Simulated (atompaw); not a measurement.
Before and after: PAW (atompaw) potential for erbium (Er)

- Element: Er
- Generator: atompaw 4.2.0.5
- Type: PAW
- Functional: PBE
- Relativity: scalar-relativistic
- Frozen core: [Kr] 4d10 4f11
- Valence charge: 11
- Reference configuration: 5s2 5p6 5d1 6s1.5 6p0.5
- Partial waves: 5s (bound): rc 1.35 bohr; 6s (bound): rc 3.00 bohr; 5p (bound): rc 2.15 bohr; 6p (bound): rc 3.00 bohr; 5d (bound): rc 3.00 bohr; 5d channel at 0.4 Ry: rc 3.00 bohr
- Local potential: troulliermartins scheme with l = 3 at 0.5 Ry, radius 2.40 bohr
- Core correction: smooth core density matched at 2.10 bohr
- Augmentation charge: sinc compensation charge, radius 2.25 bohr; PAW radius 3.00 bohr; waves and projectors: custom rrkj vanderbiltortho

All-electron outer shells of the reference configuration (PBE, scalar-relativistic, ld1.x):

| shell | level (eV) | outermost node (bohr) | outermost maximum (bohr) |
| --- | --- | --- | --- |
| 4d | -173.34 | 0.25 | 0.51 |
| 5s | -56.73 | 0.60 | 1.10 |
| 5p | -30.47 | 0.65 | 1.26 |
| 4f | -10.19 | – | 0.51 |
| 6s | -4.83 | 1.49 | 3.18 |
| 5d | -2.64 | 0.73 | 1.86 |
| 6p | -1.66 | 1.80 | 4.34 |

Change: wave 5d channel at 0.4 Ry: rc 3.00 bohr becomes 5d channel at -0.04 Ry: rc 3.00 bohr.

Cutoffs: the cutoffs (Ry, on a coarse ladder) from which the occupation-weighted sum of valence levels, in a spherical-Bessel basis at the reference potential, stays within 10 and 1 mRy of its value at 400 Ry; they do not see the model core or the augmentation charge, which bear on the density cutoff.

What does the change do?

The potential gets neither clearly harder nor softer (18 Ry and 45 Ry → 18 Ry and 45 Ry); a bound ghost appears in d, which as a rule spoils a file.

| quantity | base | changed |
| --- | --- | --- |
| cutoff, loose | 18 Ry | 18 Ry |
| cutoff, tight | 45 Ry | 45 Ry |
| bound ghosts | none | d |
| s: phases at 3.00 bohr within 0.05 rad from the reference energy up to (Ry; the scan ends near 5) | 1.2 | 1.2 |
| p: phases at 3.00 bohr within 0.05 rad from the reference energy up to (Ry; the scan ends near 5) | 0.4 | 0.4 |
| d: phases at 3.00 bohr within 0.05 rad from the reference energy up to (Ry; the scan ends near 5) | 2.0 | n/a |
| lowest overlap eigenvalue by channel | s 0.08, p 0.51, d 0.91 | s 0.08, p 0.51, d 0.47 |

 A true bound ghost makes a file unfit for plane-wave use even where its test errors are small: the radial tests pick states by their node count and pass the ghost by. The cutoffs see the waves, projectors and local potential, not the compensation charge or the core.
